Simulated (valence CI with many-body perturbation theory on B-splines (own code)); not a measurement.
**Questions on Er LXIII**

Computed by valence CI with perturbative core correlation (CI+MBPT): four valence electrons over a frozen Dirac-Fock core [He], radial functions for each j: 11 s, 11 p, 10 d, 8 f, 5 g, 2 h, with the one-electron correlation potential Σ1 (screened to all orders), the two-electron term Σ2, the three-electron term Σ3, Breit, model QED; selected single and double excitations, second order for the rest, scaled by the run's own slope (own B-spline code, finite nucleus).

No measured spectrum was set against this ion. As an estimate, large intervals hold to a few tenths of a per cent, small ones and those within an open d or f shell to about a per cent. Among the levels kept, up to 920 cm⁻¹ of a level comes from second order outside the variational space, and about a tenth of that is noise between levels of different J, which matters for small intervals.

Levels are named by their leading jj configuration (3d3/2^4 stands for four electrons in 3d with j = 3/2), which in mixed levels can hold well under half, so a name can repeat and another be missing.

Rates and lifetimes use the calculated energies. Strong lines usually hold to 10 to 20 %, long lifetimes can be off by a factor of two.

Q: What is the ground level?

A: (2s^2 2p1/2^2) J=0, composition 69 % 2s2 2p2 3P + 31 % 2s2 2p2 1S.

Q: What is the ionisation energy?

A: 15147 eV; NIST lists 15146 ± 15 eV (theoretical).

Q: Name the longest-lived excited levels whose lifetime is computed, and their main decay.

A: (2s^2 2p1/2 2p3/2) J=2 at 973 eV lives 50.4 ns, mostly by E2 to (2s^2 2p1/2^2) J=0; (2s^2 2p1/2 2p3/2) J=1 at 955 eV lives 184 ps, mostly by M1 to (2s^2 2p1/2^2) J=0.

Q: How well does LS coupling describe the low levels?

A: Among the lowest 20 levels the leading LS term, summed over configurations, holds 67 % on average. For single configurations the figures are 67 % in LS and 100 % in jj coupling. Terms mix most in the J = 1 level at 1298 eV, where the leading one holds 32 %.

Q: Among levels below 11534 eV, which E1 lines absorb most strongly from the ground level?

A: to (2s^2 2p1/2 3d3/2) J=1 at 0.1377 nm, f = 1.08; to (2s 2p1/2^2 3p1/2) J=1 at 0.1399 nm, f = 0.356; to (2s 2p1/2^2 3p3/2) J=1 at 0.1353 nm, f = 0.320.
